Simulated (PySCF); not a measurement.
# Chromium: a sound run and one with changed settings

Sound run: Cr⁺ [Ar] 3d5, Cr²⁺ [Ar] 3d4. Computed with PySCF 2.14 in cc-pVTZ, with the non-relativistic Hamiltonian (point nucleus). In the sound run the correlated levels freeze [Ar]. The sound run starts from symmetry-adapted Hartree-Fock orbitals and uses a fine grid where one is needed.

Changed run: scalar relativity by spin-free X2C-1e. This setting is unsound on purpose.

| species | method | sound run (hartree) | changed run (hartree) | converged |
| --- | --- | --- | --- | --- |
| Cr⁺ | UHF | -1043.13897 | -1048.41731 | yes |
| Cr⁺ | M06-L | -1044.14681 | -1049.42395 | yes |
| Cr⁺ | PBE | -1043.95613 | -1049.23102 | yes |
| Cr⁺ | MP2 | -1043.21526 | -1048.49405 | yes |
| Cr²⁺ | UHF | -1042.58281 | -1047.86629 | yes |
| Cr²⁺ | M06-L | -1043.54188 | -1048.82323 | yes |
| Cr²⁺ | PBE | -1043.32151 | -1048.60076 | yes |
| Cr²⁺ | MP2 | -1042.62350 | -1047.90717 | yes |

Ionisation energy of Cr⁺:

```
 method  sound run (eV)  changed run (eV)
    UHF          15.134            14.994
  M06-L          16.461            16.347
    PBE          17.269            17.150
    MP2          16.103            15.970
SCS-MP2          15.457            15.319
```

Most of the change in total energy is the relativistic energy itself. On top of that the contraction fixes the core shape for the Hamiltonian it was made with, so the changed run is not a good calculation with the other Hamiltonian either.

For comparison, NIST gives 16.486 eV between the lowest levels.
